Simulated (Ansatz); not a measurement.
Cartesian coordinates in Å:
```
Ge -0.1034 0.8449 -1.5666
C -0.6271 -0.0067 0.0908
C 0.1832 0.3047 1.3736
Si 0.3148 -1.4378 0.7838
H -0.7618 0.1448 -2.7680
H -0.4976 2.3361 -1.5771
H 1.4286 0.7499 -1.7026
H -1.7046 -0.0364 0.2340
H 1.0377 0.9664 1.2631
H -0.3966 0.5221 2.2652
H 1.5457 -1.8881 0.1010
H -0.4190 -2.5001 1.5028
```

Total charge 0; spin multiplicity 1.

Question: List the PBE/def2-TZVPP orbital energies in eV (Ansatz 0.2.0). (An estimate is asked.)

Answer: Ansatz gave: Occupied: -10804.17, -1779.49, -1337.53, -1190.95, -1190.94, -1190.94, -269.16, -269.07, -162.12, -137.28, -113.56, -113.55, -113.55, -94.02, -94.00, -94.00, -29.40, -29.39, -29.39, -29.33, -29.33, -19.39, -14.86, -13.31, -12.51, -11.07, -10.15, -8.59, -8.37, -8.14, -7.77, -7.15, -5.88. Lowest empty: -0.73, -0.06, 0.22, 0.47, 0.75, 0.99, 1.08, 1.35.
